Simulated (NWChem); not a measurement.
# CHCl$_{2}$F; SMILES FC(Cl)Cl

Q: Give the equilibrium geometry at B3LYP/6-31G* (spherical d) (NWChem) as an XYZ file, with the point group.

A: point group Cs; any orientation.
```
5

F      1.5952    -0.1809     0.0000
C      0.3872     0.4094     0.0000
Cl    -0.4994    -0.0603    -1.4819
Cl    -0.4994    -0.0603     1.4819
H      0.4963     1.4924     0.0000
```
